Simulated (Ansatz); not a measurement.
Hg3Se4, relaxed as a singlet with RKS PBE-D4/def2-SVP in Ansatz, starting from the GFN1-xTB geometry. Force threshold 0.02 eV/Å.

In the def2 sets Hg takes a core potential; there is no spin–orbit coupling. The structure comes from a short search, and lower isomers may exist.

Start:

```xyz
7

Hg    1.486   -0.213   -0.976
Hg   -0.733    2.169    0.630
Hg   -1.173   -1.289   -0.424
Se   -0.843    1.209   -1.723
Se    1.345    0.840    1.622
Se   -0.905   -0.057    2.082
Se    0.824   -2.658   -1.212
```

| step | energy (eV) | largest force component (eV/Å) | SCF passes |
| --- | --- | --- | --- |
| 1 | -273862.8075 | 0.933 | 25 |
| 2 | -273863.0677 | 0.341 | 31 |
| 3 | -273863.1122 | 0.230 | 24 |
| 4 | -273863.1308 | 0.414 | 29 |
| 5 | -273863.1703 | 0.184 | 24 |
| 6 | -273863.1901 | 0.173 | 31 |
| 7 | -273863.2347 | 0.215 | 30 |
| 8 | -273863.4031 | 0.423 | 30 |
| 9 | -273863.6101 | 0.554 | 31 |
| 10 | -273863.8422 | 0.611 | 31 |
| 11 | -273864.0971 | 0.747 | 31 |
| 12 | -273864.3800 | 0.749 | 29 |
| 13 | -273864.6422 | 0.708 | 30 |
| 14 | -273864.9342 | 0.642 | 29 |
| 15 | -273865.2468 | 0.562 | 28 |
| 16 | -273865.4885 | 0.367 | 27 |
| 17 | -273865.6123 | 0.157 | 27 |
| 18 | -273865.6176 | 0.220 | 27 |
| 19 (rejected) | -273865.6116 | 0.430 | 23 |
| 20 | -273865.6397 | 0.095 | 22 |
| 21 | -273865.6427 | 0.015 | 22 |

Force components are those of the run's own axes.

End:

```xyz
7

Hg    0.2742   -0.3036   -2.1999
Hg    0.0333    2.0084    0.1824
Hg   -0.1411   -1.8862    0.6998
Se   -0.2517    2.1529   -2.3160
Se    0.4561    1.2543    2.5522
Se   -1.1005   -0.5427    2.6068
Se    0.7297   -2.6831   -1.5254
```

Bonds lost: Hg1–Se5, Hg2–Se6, Hg3–Se4 (atoms count from 1).

No frequencies were taken in this run, so the end may be a saddle point.

Run time 83 s (4 threads of Arm Neoverse V2 on a shared host).
